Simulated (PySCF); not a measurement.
A species of formula C6H15FOSi has this rotational fingerprint, computed with PBE0/pcSseg-1 in PySCF (dipole) on a GFN2-xTB geometry, gas phase:

```
Rotational constants : A = 2200, B = 700.6, C = 676.3 MHz
Dipole components    : |μa| = 1.27 D, |μb| = 0.11 D, |μc| = 0.89 D
Inertial defect      : -203.77 u·Å²
κ                    : -0.97
```

Question: Which candidate fits, each taken in the one conformer that was computed?
A. `[CH3:1][C:2]([CH3:3])([CH2:4][CH2:5][F:6])[CH2:7][O:8][SiH3:9]` with C1–C2–C4–C5 -169°, C2–C4–C5–F6 -67°, C1–C2–C7–O8 68°, C2–C7–O8–Si9 -174°
B. `[CH3:1][C@H:2]([CH2:3][F:4])[O:5][C:6]([CH3:7])([CH3:8])[SiH3:9]` with C1–C2–C3–F4 66°, C1–C2–O5–C6 -119°, C2–O5–C6–C7 -63°

Answer: B. It is C[C@H](CF)OC(C)(C)[SiH3], a near-prolate asymmetric top, point group C1. The candidates at the same level (rigid rotor, commonest isotopes):

| SMILES | A (MHz) | B (MHz) | C (MHz) | μa (D) | μb (D) | μc (D) | Δ (u·Å²) | point group | rotor |
| --- | --- | --- | --- | --- | --- | --- | --- | --- | --- |
| C[C@H](CF)OC(C)(C)[SiH3] | 2200 | 700.6 | 676.3 | 1.27 | 0.11 | 0.89 | -203.77 | C1 | near-prolate asymmetric top |
| CC(C)(CCF)CO[SiH3] | 1750 | 819.2 | 659.9 | 1.16 | 0.50 | 0.25 | -139.94 | C1 | asymmetric top |

`CC(C)(CCF)CO[SiH3]` has A 20 % too low. No structure here is proved a minimum.
